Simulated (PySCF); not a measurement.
**From computed data to an observable: oscillator strength and radiative lifetime**

B(H)(Br)(NH2) (BBrH₃N), SMILES NBBr.

The structure is a stationary point at B3LYP-D3(BJ)/def2-TZVP. One conformer was computed; it need not be the lowest.

TDDFT-LC-ωPBE/def2-SVPD in PySCF 2.14.0 puts the first singlet state with f over 0.02 at 7.42 eV (vertical), with the transition dipole (0.000, -0.921, 0.000) in atomic units.

Find the oscillator strength, the wavelength and the radiative lifetime that this transition would have in vacuum if emission retraced absorption.


|μ|² = 0.8482 au, so |μ| = 2.34 D. ΔE = 7.42/27.211 = 0.2727 hartree. f = (2/3) ΔE |μ|² = 0.154 (the program prints 0.154).
λ = 1239.84/7.42 = 167 nm; ν = 59846 cm⁻¹.
Einstein's coefficient A = 0.6670 ν² f s⁻¹ (ν in cm⁻¹) = 3.7e8 s⁻¹, so τ = 1/A = 2.7 ns. This state is S2; the lower singlet has f = 0.000. The figure is the radiative limit of this one transition; relaxation, internal conversion, crossing to triplets and a medium change what is measured.
